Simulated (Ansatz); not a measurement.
System: sum formula HSiO2Cl2, net charge -1, singlet state. It need not be the lowest isomer of its formula. Whether it binds its extra electron was not tested at this geometry. 
Structure (B3LYP-D3(BJ)/def2-TZVP (Ansatz, a quantum-chemistry and plane-wave program) minimum search):
SMILES: [O-][Si](O)(Cl)Cl
```xyz
6

Si     0.4431     0.2111    -0.0764
Cl    -0.5344    -0.2335     1.7671
Cl    -1.1579    -0.0910    -1.4539
O      1.1506     1.5736    -0.1531
O      1.3846    -1.1482    -0.3188
H      2.2833    -0.8428    -0.4793
```
Charge -1, spin multiplicity 1.

Parts of the frozen-core correlation energy in cc-pV(Q+d)Z (Ansatz, hartree). Frozen orbitals: 17; correlated occupied orbitals by spin: 16 and 16; virtual: 299 and 299. Spin-orbit coupling is left out. Non-relativistic.

```
term                             value
-------------------------  -----------
reference (HF)             -1358.63923
MP2 opposite-spin             -0.80446
MP2 same-spin                 -0.26928
CCSD correlation              -1.09398
(T)                           -0.04977
T1 diagnostic                    0.012
largest doubles amplitude        0.017
```
